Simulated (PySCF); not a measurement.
Simulated C 1s region for GeH3(nBu), `CCC[CH2][GeH3]`, binding energy against the vacuum level.

Every computed line was given a Gaussian of 0.4 eV full width at half maximum and an area set by the number of equivalent atoms; the highest printed point is 100. Computed, not measured: delta-SCF UKS SCAN, pcX-2 on the ionised atom, pcseg-1 elsewhere, spin-free X2C in PySCF.

binding energy (eV), intensity and a bar:
```
    289.6          0 
    289.7          1 
    289.8          4 #
    289.9         12 ####
    290.0         24 #######
    290.1         38 ###########
    290.2         52 ################
    290.3         71 #####################
    290.4         93 ############################
    290.5        100 ##############################
    290.6         81 ########################
    290.7         47 ##############
    290.8         20 ######
    290.9          6 ##
    291.0          1 
    291.1          0
```

Question: Count the maxima, the lines and the sites behind this envelope.

Answer: The curve has 1 maximum (at 290.5 eV). Under it lie 4 lines from 4 inequivalent carbon sites. At this width some lines have no maximum of their own.

Question: Decompose the envelope and assign each component. Bonds: Ge1–C5, C5–C6, C6–C7, C7–C8. Hydrogens: H2, H3, H4 on Ge1; H9, H10 on C5; H11, H12 on C6; H13, H14 on C7; H15, H16, H17 on C8.

Answer: 
```json
{"position (eV)": "290.14", "relative area": "1", "line": "C 1s", "atoms": "C5", "environment": "carbon bonded to C, Ge and 2 H"}
{"position (eV)": "290.47", "relative area": "1", "line": "C 1s", "atoms": "C7", "environment": "carbon bonded to 2 C and 2 H"}
{"position (eV)": "290.51", "relative area": "1", "line": "C 1s", "atoms": "C6", "environment": "carbon bonded to 2 C and 2 H"}
{"position (eV)": "290.51", "relative area": "1", "line": "C 1s", "atoms": "C8", "environment": "carbon bonded to C and 3 H"}
```

The listed C 1s values span 0.37 eV, from C5 (bonded to C, 2 H and Ge) to C8 (bonded to C and 3 H). The widest gap between neighbouring values is 0.33 eV, between 290.14 and 290.47 eV. The values 290.47, 290.51 and 290.51 eV lie too close for their order to be trusted.

The curve has no shake-up lines and no vibrational structure. Geometry: PBE0-D3(BJ)/def2-SVP, one conformer, isolated molecule.
